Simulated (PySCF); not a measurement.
Gas-phase equilibrium of 1 mol B2O3, 52 mol H2O at 1600 K and 0.0100 bar, among 22 species (BH3, BO, O2, B2H6, O, HO2, B3O3H3, H2O, H, HBO2, H2O2, O3, B2O, H2, (HBO2)3, B(OH)3, BH, BH2, B2O2, B2O3, B, OH). Only gases are allowed; each row takes one source of thermochemistry for all species, and Cantera finds the minimum.

Computed with PySCF (xtb for GFN2) and rigid-rotor harmonic-oscillator thermochemistry at 1 bar. † marks an energy on the PBE0/def2-TZVP geometry and frequencies; other levels use their own. CCSD(T) freezes the core. Open shells (unrestricted) among the columns below: O2 (multiplicity 3), O (multiplicity 3, electronic degeneracy 9), H (multiplicity 2), OH (multiplicity 2, electronic degeneracy 4); the rest are closed-shell singlets. GFN2 has no spin-polarisation term. Spin-orbit splitting is ignored; it lowers the true energy and changes the entropy of O, OH. B3LYP is the form with VWN-RPA correlation. CCSD(T) isn't extrapolated to the basis-set limit. The harmonic model lacks anharmonicity and excited electronic states, which grow with temperature; levels with a mode under 35 cm⁻¹ are left out.

Molecules larger than those listed are left out. Table species left out: BO2, B2, HBO.

With B3LYP/def2-TZVP† thermochemistry: H2O 0.95, H2 0.0094, O 6.5e-6, OH 0.0012, HBO2 0.037, H 5.1e-5, O2 0.0044.

Task: How far does the composition move with the other sources (CCSD(T)/def2-SVP†, GFN2-xTB, HF/def2-TZVP†, M06-2X/def2-TZVP†, r2SCAN/def2-TZVP†)?

Result: 
```
thermochemistry    x H2O    x H2     x O     x OH  x HBO2      x H    x O2
-----------------  -----  ------  ------  -------  ------  -------  ------
B3LYP/def2-TZVP†    0.95  0.0094  6.5e-6   0.0012   0.037   5.1e-5  0.0044
CCSD(T)/def2-SVP†   0.94   0.011  7.7e-5   0.0017   0.037  0.00015  0.0051
GFN2-xTB            0.96  4.4e-5  <1e-12   2.0e-6   0.036   3.8e-7  2.2e-6
HF/def2-TZVP†       0.34    0.29    0.26    0.069   0.026    0.019  4.1e-6
M06-2X/def2-TZVP†   0.95  0.0046  5.6e-6  0.00067   0.037   4.9e-5  0.0021
r2SCAN/def2-TZVP†   0.94   0.012  2.9e-6   0.0010   0.037   8.6e-5  0.0057
```
The most sensitive of these is O: it spans a factor of 10^11.4 over these rows; at this temperature one factor of ten is RT ln 10 = 31 kJ/mol.
